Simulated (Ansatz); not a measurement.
AsH3OSSe (`O[As](S)[SeH]`), relaxed with RKS PBE0-D4/def2-TZVP in Ansatz from a PBE-D4/def2-SVP geometry. The force threshold is 0.005 eV/Å; the program also tests the step.

Total charge 0; spin multiplicity 1.

Start:

```xyz
7

O    -1.774    0.881   -0.139
As   -0.876   -0.331    0.853
S    -0.080   -1.529   -0.951
Se    1.216    0.774    1.466
H    -1.252    1.120   -0.934
H     1.107   -1.820   -0.349
H     1.661    0.905    0.054
```

Problem. How much energy does the relaxation release, and in how many steps? (Best estimate.)

Solution. Ansatz gave: 0.06 eV, in 12 steps, 2 of them rejected.

Problem. Which bonds change most? (An estimate is asked.)

Solution. Ansatz gave: As2–S3 from 2.308 to 2.261 Å; As2–Se4 from 2.444 to 2.400 Å; O1–As2 from 1.805 to 1.776 Å; S3–H6 from 1.362 to 1.344 Å.

Problem. Give the relaxed structure. (An estimate is asked.)

Solution. The calculation gave: 
```xyz
7

O    -1.773    0.792   -0.153
As   -0.822   -0.367    0.799
S     0.012   -1.476   -0.985
Se    1.136    0.883    1.401
H    -1.237    1.265   -0.799
H     1.026   -2.018   -0.290
H     1.658    0.921    0.028
```
